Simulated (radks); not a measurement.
Coulomb parameter of the 4f shell of the promethium ion Pm+ in the model configuration [Xe] 4f4 6s1 6p1, as a second difference U = [E(n + 0.25) + E(n - 0.25) - 2 E(n)] / (0.25)^2 with all orbitals relaxed. "Bare": the charge of the atom changes with n. "Screened": the 6p shell takes up the change at fixed total charge, which measures U(4f,4f) + U(6p,6p) - 2 U(4f,6p). Calculated with a radial shooting solver on a logarithmic mesh with Libxc functionals: scalar-relativistic Kohn-Sham, SCAN, spin-unpolarised, spherical densities, finite nucleus; meta-GGA in the generalised Kohn-Sham scheme; Fermi nuclear charge, rms radius 4.962 fm.

| case | configuration | E - E(n) (eV) |
|---|---|---|
| start | [Xe] 4f4 6s1 6p1 | 0.000 |
| bare +0.25 | [Xe] 4f4.25 6s1 6p1 | -3.737 |
| bare -0.25 | [Xe] 4f3.75 6s1 6p1 | 4.704 |
| screened +0.25 | [Xe] 4f4.25 6s1 6p0.75 | -2.263 |
| screened -0.25 | [Xe] 4f3.75 6s1 6p1.25 | 2.789 |

U(bare) = 15.472 eV, U(screened by 6p) = 8.412 eV, against the Slater integral F0(4f,4f) = 26.768 eV with frozen orbitals.
